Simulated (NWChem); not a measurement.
Species: HgCl, doublet; SMILES [Cl][Hg]

```xyz
2

Hg     0.0000     0.0000    -0.3726
Cl     0.0000     0.0000     2.0774
```
Atoms are numbered in this order, from 1.

Structure relaxed at the PBE0/def2-SVP, spin-unrestricted level. This spin state was assumed; another may lie lower. No stability test was run on the SCF state. B3LYP is NWChem's, with the RPA form of VWN correlation. def2 effective core potentials on Hg; no spin-orbit coupling.

**Question.** List the 4 lowest vertical excitations from B3LYP/def2-SVP with def2 effective core potentials on Hg, spin-unrestricted, TDA (NWChem).

**Answer.** 
```tsv
state	energy (eV)	oscillator strength	<S²>
state 1	1.58	0.001	0.76
state 2	1.58	0.001	0.76
state 3	3.84	0.110	0.76
state 4	5.15	0.079	0.81
```
